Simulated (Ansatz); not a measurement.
Basis-set extrapolation for ClFH4O2Si2 (`O[Si](O)(F)[SiH2]Cl`) (PBE0-D4/def2-TZVP geometry, frozen core, the Gaussian-basis code of Ansatz). Multiplicity 1, RHF reference.

```csv
,def2-TZVPP,def2-QZVPP
HF,-1289.250389,-1289.294009
MP2 correlation,-1.148443,-1.252177
CCSD(T) correlation,-1.231496,not run
```

Energies in hartree. Use E(X) = E(∞) + A·exp(−7.88·√X) for Hartree–Fock and E(X) = E(∞) + B·X^(−2.97) for correlation, with X = 3 and 4, and add CCSD(T) minus MP2 of the smaller set to the MP2 limit.

**Question.** What is the CCSD(T) energy at the basis-set limit?

**Answer.** HF limit: -1289.294009 + (-0.043620) × 0.13774 = -1289.30002. MP2 limit: -1.252177 + (-0.103734) × 0.74074 = -1.32902. Higher-order term: -1.231496 − (-1.148443) = -0.08305. Total: -1290.71209 hartree, 604.4 kJ/mol below CCSD(T)/def2-TZVPP.
